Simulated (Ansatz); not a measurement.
System: sum formula H₂SiO₂Br, charge 0, multiplicity 2. It need not be the lowest isomer of its formula. 
Geometry from a B3LYP-D3(BJ)/def2-TZVP (Ansatz, an electronic-structure program) optimisation:
```
Si
O 1 1.6351
H 2 0.9643 1 117.45
O 1 1.6476 2 106.08 3 -5.76
H 4 0.9621 1 118.29 2 166.04
Br 1 2.2702 2 111.11 3 113.71
```
Charge 0, spin multiplicity 2.

Basis-set convergence of Hartree-Fock and CCSD correlation energies (hartree) with Ansatz. Correlated levels leave the core frozen unless marked. UHF or UKS for open shells. Spin-orbit coupling is left out. Frozen are the shells of the preceding noble gas and the d and f shells that filled before the atom's block. Non-relativistic.

```json
[
 {"basis": "def2-SVP", "functions": "88", "E(HF)": "-3011.81300", "E(corr, CCSD)": "-0.58918"},
 {"basis": "def2-TZVPP", "functions": "180", "E(HF)": "(withheld)", "E(corr, CCSD)": "(withheld)"}
]
```

**Question.** What belongs in the gaps?

**Answer.** 
- def2-TZVPP, E(HF): -3012.44081
- def2-TZVPP, E(corr, CCSD): -0.75588
